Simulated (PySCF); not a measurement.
# First-order multiplets

Geometry (Å), atoms numbered from 1 in this order:
```xyz
6

Be    0.8081    0.2872   -0.7515
H     1.7526    0.6215   -1.6302
F    -0.4993   -0.6245   -0.7756
Be   -0.8091   -0.2885    0.7500
H    -1.7510   -0.6195    1.6329
F     0.4987    0.6236    0.7745
```

Computed data (PySCF 2.14): NMR shieldings at PBE0/pcSseg-1/GIAO, spin–spin couplings from B3LYP/pcJ-1, PBE0-D3(BJ)/def2-SVP geometry. No relativistic terms, no solvent model, one computed conformer, one averaged value for each set of equivalent atoms.

δ = σ(ref) − σ, references computed at the same level: $^{19}$F (σref 177.25) vs CFCl3; $^{1}$H (σref 31.27) vs TMS.

Spectrometer: 500 MHz for $^{1}$H. First-order analysis; couplings under 1 Hz (under 4 Hz in carbon signals) are ignored, and nearly equal couplings are merged; the smaller ones broaden or split the lines further.

Problem. What pattern does F3/F6 show ($^{19}$F)?

Solution. A triplet at δ -148.3: 79.2 Hz to H2/H5 (2 × $^{1}$H, 2 bonds away). Lines in Hz from the centre (relative intensity): +79.2 (1), +0.0 (2), -79.2 (1). The outer lines are 158.4 Hz apart, the sum of the couplings kept, or 0.337 ppm at this field.

Problem. What pattern does H2/H5 show ($^{1}$H)?

Solution. A triplet at δ 3.68: 79.2 Hz to F3/F6 (2 × $^{19}$F, 2 bonds away). Lines in Hz from the centre (relative intensity): +79.2 (1), +0.0 (2), -79.2 (1). The outer lines are 158.4 Hz apart, the sum of the couplings kept, or 0.317 ppm at this field.
